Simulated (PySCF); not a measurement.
PySCF job for NMP (C5H9NO), SMILES C1C(=O)N(C)CC1, B3LYP/pcSseg-1. The structure is a stationary point at B3LYP-D3(BJ)/def2-SVP. Other conformers were not sampled.

```python
import numpy as np
from pyscf import gto, scf, dft
from pyscf.prop.nmr import rks as nmr

mol = gto.M(
    atom='''
    C     2.11628873   -0.11485693    0.06937276
    N     0.70292783    0.11604532   -0.07894338
    C     0.15505075    0.99187834   -1.09729369
    C    -1.33066999    1.10419421   -0.70534973
    C    -1.60792387   -0.20636598    0.03997846
    C    -0.24335285   -0.62519879    0.58766341
    O    -0.01657399   -1.47155291    1.42892852
    H     2.64920739    0.81785672    0.32319694
    H     2.55960641   -0.52282960   -0.85770963
    H     2.25377833   -0.84314393    0.88028007
    H     0.28394180    0.55455620   -2.10842504
    H     0.67002039    1.96749483   -1.09808684
    H    -1.46551817    1.95881560   -0.02403416
    H    -1.98058904    1.26671835   -1.57654335
    H    -2.34239608   -0.12980153    0.85325643
    H    -1.95231072   -1.00746572   -0.63698631
    ''',
    basis='pcSseg-1',
    charge=0,
    spin=0,
    max_memory=1600,
    verbose=3,
)
mf = dft.RKS(mol, xc='b3lyp').density_fit(auxbasis='def2-universal-jkfit')
mf.grids.level = 3
mf.conv_tol = 1e-10
mf.max_cycle = 100
mf.kernel()
n = nmr.NMR(mf)
n.verbose = 2
n.max_cycle_cphf = 60
sigma = n.kernel()
print('atom   isotropic/ppm   span/ppm')
for i, s in enumerate(sigma):
    w = np.linalg.eigvalsh((s + s.T) / 2)
    print(f'{mol.atom_symbol(i):2s}{i + 1:3d} {w.mean():14.3f} {w[2] - w[0]:11.3f}')
```

It prints:

```
converged SCF energy = -325.916654517661
atom   isotropic/ppm   span/ppm
C   1        149.504      58.153
N   2        126.813     211.388
C   3        127.061      58.022
C   4        156.552      23.856
C   5        145.436      40.103
C   6          3.531     145.151
O   7        -66.694     716.186
H   8         29.175      11.679
H   9         29.239      11.878
H  10         27.318       8.815
H  11         28.219       9.462
H  12         28.298       9.066
H  13         29.581      10.939
H  14         29.665      10.023
H  15         29.376       9.178
H  16         29.341       8.560
```

Self-consistency was reached.
